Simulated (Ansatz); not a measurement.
Consider the cleavage of the Si–Si bond: `F[Si](F)(Cl)[SiH](Cl)Cl` + NH₃ → `N[SiH](Cl)Cl` + `F[SiH](F)Cl`.

Computed with Ansatz on PBE0-D4/def2-TZVP structures; ΔE is electronic, products minus reactants. CCSD(T)/CBS adds triple-zeta CCSD(T) − MP2 to the extrapolated MP2 energy (def2 sets, frozen cores). This one scheme is used for every species. DFT in def2-TZVPP. HSE06 is defined as in plane-wave codes. One conformer a species, not always the lowest.

```json
{"level": "ωB97M-V", "ΔE (kJ/mol)": "-87.9"}
{"level": "HSE06", "ΔE (kJ/mol)": "-76.2"}
{"level": "CAM-B3LYP", "ΔE (kJ/mol)": "-93.1"}
{"level": "HF/CBS(def2)", "ΔE (kJ/mol)": "-108.2"}
```

Question: What does CCSD(T)/CBS give? (Estimate.)

Answer: Ansatz gave: -84.2 kJ/mol. The listed levels differ from it by -3.7, 8.0, -8.9, -24.0 kJ/mol.

Largest T1 diagnostic among the species: 0.011.

At CCSD(T), def2-SVP lies −3.1 kJ/mol from the extrapolated value and def2-TZVPP −1.9 kJ/mol. From BLYP to BHLYP (50 % exact exchange), in def2-TZVPP and without D4, ΔE moves by −16.8 kJ/mol.
